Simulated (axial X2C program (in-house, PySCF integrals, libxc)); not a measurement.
## Testing model relations on ScF⁺

A bond curve at the PBE0 level, with spin–orbit coupling, was computed with an axial X2C code built on PySCF integrals (basis Sc dyall-cv3z [10s11p7d5f2g], F dyall-av3z [7s6p3d2f] (cores contracted in-house)) for the state Ω = 3/2 (⟨Sz⟩ = -0.50, ⟨Lz⟩ = 2.00 at PBE0). Its fit gives Re = 1.7781 Å, ωe = 760.6 cm⁻¹, ωexe = 3.09 cm⁻¹ and αe = 2.362e-03 cm⁻¹; the masses are 44.9559 and 18.9984 u. Two-component means X2C with spin–orbit coupling and atomic mean-field Coulomb and Gaunt terms.

(1) Find the reduced mass, Be and the force constant.

(2) Where do the fundamental and the first overtone lie?

(3) Estimate the centrifugal constant by the Kratzer relation.

(4) A Morse curve ties αe to the other constants (Pekeris). How well does that hold?

Occupations by symmetry block were frozen at the best pattern of an incomplete PBE0 search. Density functionals use the spin component along the axis (collinear). PBE0 can misorder states that lie within some tenths of an eV, so this need not be the ground state of the molecule. The nearest other 2c determinant of the search, Ω = 5/2, lies 0.02 eV up at the distance of the search. The functionals have no current-density term, which raises determinants with orbital currents, atoms included.

Results:

(1) From the PBE0 values: μ = 13.3547 u. Be = 16.8576/(μ Re²) = 0.3993 cm⁻¹. k = 5.8918×10⁻⁷ μ ωe² = 4.55 mdyn/Å.

(2) ν(1←0) = ωe − 2ωexe = 754.4 cm⁻¹; ν(2←0) = 2ωe − 6ωexe = 1502.7 cm⁻¹.

(3) D = 4Be³/ωe² = 4.40e-07 cm⁻¹.

(4) αe(Morse) = 6Be²/ωe × (√(ωexe/Be) − 1) = 2.241e-03 cm⁻¹; the PBE0 curve gives 2.362e-03 cm⁻¹, a ratio of 0.95.
